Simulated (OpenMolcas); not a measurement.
**Br5+: effect of correlating more closed shells**

| Item | Value |
| --- | --- |
| Program | OpenMolcas |
| Basis | ANO-R1 [5s4p3d1f] |
| Scalar Hamiltonian | X2C, finite nucleus |
| Active space | 2 electrons in 4 orbitals (4s 4p) |
| State averaging | 2S+1 = 3 even, 3 roots; 2S+1 = 1 even, 7 roots; 2S+1 = 3 odd, 3 roots; 2S+1 = 1 odd, 3 roots |
| Spin-orbit coupling | state interaction with AMFI integrals over the reference wave functions, term energies averaged over their components |

Methods on the same reference wave functions:
A. CASSCF
B. MS-CASPT2, IPEA 0.25 Eh, imaginary shift 0.1 Eh (closed shells correlated: 3d)
C. MS-CASPT2, IPEA 0.25 Eh, imaginary shift 0.1 Eh (closed shells correlated: 3s 3p 3d)

Energies in eV above 4s2 1S0, the measured ground level; measured values from Moore, Atomic Energy Levels, vol. II, NSRDS-NBS 35 (1971 reprint of NBS Circular 467, 1952).

| Level | A | B | C | Measured |
| --- | --- | --- | --- | --- |
| 4s2 1S0 | 0.0000 | 0.0000 | 0.0000 | 0.0000 |
| 4s 4p 3P* 0 | 11.7997 | 11.870 | 11.922 | 12.9335 |
| 4s 4p 3P* 1 | 12.0413 | 12.108 | 12.159 | 13.1958 |
| 4s 4p 3P* 2 | 12.5783 | 12.649 | 12.700 | 13.8039 |
| 4s 4p 1P* 1 | 19.2229 | 18.015 | 18.035 | 18.7556 |
| 4p2 3P0 | 28.3424 | 28.116 | 28.218 | 30.2690 |
| 4p2 3P1 | 28.6773 | 28.465 | 28.568 | 30.6744 |
| 4p2 3P2 | 29.1132 | 28.774 | 28.872 | 31.4786 |
| 4p2 1D2 | 30.8948 | 29.619 | 29.707 |  |
| 4p2 1S0 | 34.7730 | 33.681 | 33.737 |  |

Deviations, from unrounded energies. A percentage is the sum of absolute deviations over the sum of measured energies, with the sign that they share, or ± where signs differ.

```
           Against measurement  Levels      A      B      C
mean absolute deviation (cm-1)       7  12000  13000  12000
      other configurations (%)       7   ±6.8   -7.4   -7.0
```

A, C lie about equally close to measurement and B furthest from it. The largest miss of A in the table is 4p2 3P2, by -19000 cm-1. The ranking rests on the paired levels alone, and a cruder setting can come out closer through cancelling errors.

Between B and C the level of the table that moves most is 4p2 3P1, by 830 cm-1 (lowest in B, highest in C).

The lowest spin-free term lies below A's lowest term by 0.312 hartree in B, 0.379 hartree in C.

What an inner shell adds also hangs on whether the basis holds functions to correlate it.

Over all roots computed the reference weight is 0.93 to 0.98 in B, 0.93 to 0.98 in C; the roots of lowest weight are the least certain, and an intruder state may touch them. The ¹D term of p² mixes with s d, which this space lacks. The basis is small and was not contracted for so high a charge. Computed and measured levels are paired by configuration, term and J; levels that our copy of the source lacks, or whose pairing is in doubt (as where it misses far off the trend of its configuration), stay unpaired and out of the deviations. Only configurations of the active space appear.

* marks odd parity.
